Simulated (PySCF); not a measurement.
C6H12O2S.
Z-matrix (Å and degrees, PBE0-D3(BJ)/def2-SVP geometry), rows numbered from 1:
```
C 
C   1  1.5181
C   2  1.5217  1  111.97
C   2  1.5311  1  113.56  3  -129.44
C   4  1.5316  2  108.49  1  -157.97
C   5  1.5240  4  107.55  2    47.96
S   6  1.8231  5  106.15  4   -28.33
O   7  1.4632  2  110.51  1  -103.31
O   7  1.4647  2  108.48  1    30.46
H   1  1.0981  2  111.05  3  -173.17
H   1  1.1013  2  109.51  3    66.26
H   1  1.1002  2  111.01  3   -53.01
H   3  1.1014  2  109.25  1   -61.18
H   3  1.0989  2  112.76  1   178.38
H   3  1.0983  2  110.50  1    58.52
H   4  1.1011  2  110.48  1    79.16
H   4  1.1029  2  109.01  1   -38.52
H   5  1.1004  4  110.01  2   -72.04
H   5  1.0997  4  111.40  2   169.76
H   6  1.0984  5  112.82  4    85.41
H   6  1.0972  5  115.23  4  -147.24
```

Level: PBE0/pcSseg-1 in PySCF, non-relativistic, on one gas-phase PBE0-D3(BJ)/def2-SVP geometry that isn't relaxed in the solvent. The solvent is an IEF-PCM continuum (cavity from Bondi-type radii × 1.2). Only the electrostatic response of the medium enters.

Gas phase at PBE0/pcSseg-1: HOMO -7.79 eV, LUMO 0.93 eV, dipole 5.02 D.

Q: What does the continuum do to the energy, the frontier levels and the dipole at PBE0/pcSseg-1 in chloroform and methanol?

A: 
```
   solvent      ε  E(solvent) − E(gas) (kcal/mol)  polarisation term (kcal/mol)  distortion of the solute (kcal/mol)  HOMO (eV)  LUMO (eV)  dipole (D)
chloroform  4.711                           -7.31                         -8.34                                 1.03      -7.82       1.30        6.16
  methanol  32.61                           -9.99                        -11.99                                 2.00      -7.84       1.40        6.63
```

The polarisation term is half the interaction of the solute with the surface charges that it induces; the rest is the cost of distorting the solute's density. The sum is the electrostatic part of solvation alone. From chloroform to methanol the lowering changes by a factor 1.37, Onsager's factor (ε − 1)/(2ε + 1) by 1.34 and ε itself by 6.9.

Q: Which radius a makes the point-dipole formula ΔE = −[(ε − 1)/(2ε + 1)]·μ²/a³ give the value in methanol, with the gas-phase dipole?

A: μ = 1.976 au and |ΔE| = 0.01592 Eh give a = 2.59 Å; the farthest nucleus lies 2.87 Å from the centroid of the nuclei, so such a sphere wouldn't even hold the nuclei. The formula assumes a rigid point dipole at the centre of a sphere.

Q: Which ESP-fitted charges (PBE0/pcSseg-1) respond most in chloroform (means over atoms taken as equivalent)?

A: 
```tsv
atoms	environment	gas (e)	solvent (e)	change
O8/O9	sulfonyl oxygen	-0.548	-0.594	-0.046
C2	sp3 carbon bound to sulfur	+0.432	+0.468	+0.036
C5	ring CH2 carbon	-0.034	-0.012	+0.022
C4	ring CH2 carbon	-0.290	-0.310	-0.020
S7	sulfonyl sulfur	+0.961	+0.980	+0.019
C1/C3	methyl carbon	-0.629	-0.645	-0.016
```

Q: Which Mayer bond orders change most in chloroform?

A: 
```csv
bond,length (Å),gas,solvent,change
S7–O8,1.463,1.692,1.665,-0.027
S7–O9,1.465,1.668,1.644,-0.024
C6–S7,1.823,0.864,0.876,+0.012
S7–C2,1.857,0.770,0.777,+0.007
C6–H21,1.097,0.927,0.922,-0.005
C5–H19,1.100,0.949,0.945,-0.004
C6–H20,1.098,0.921,0.917,-0.004
C4–H16,1.101,0.947,0.944,-0.003
```

Q: How do the nuclear quadrupole coupling constants eQVzz/h respond in chloroform?

A: 
```json
{"nucleus": "33S at S7", "Q (barn)": "-0.06781", "gas (MHz)": "2.47", "solvent (MHz)": "3.83", "η gas": "0.23", "η solvent": "0.60"}
{"nucleus": "17O at O8", "Q (barn)": "-0.0256", "gas (MHz)": "-8.79", "solvent (MHz)": "-8.79", "η gas": "0.05", "η solvent": "0.07"}
{"nucleus": "17O at O9", "Q (barn)": "-0.0256", "gas (MHz)": "-8.86", "solvent (MHz)": "-8.86", "η gas": "0.11", "η solvent": "0.12"}
```
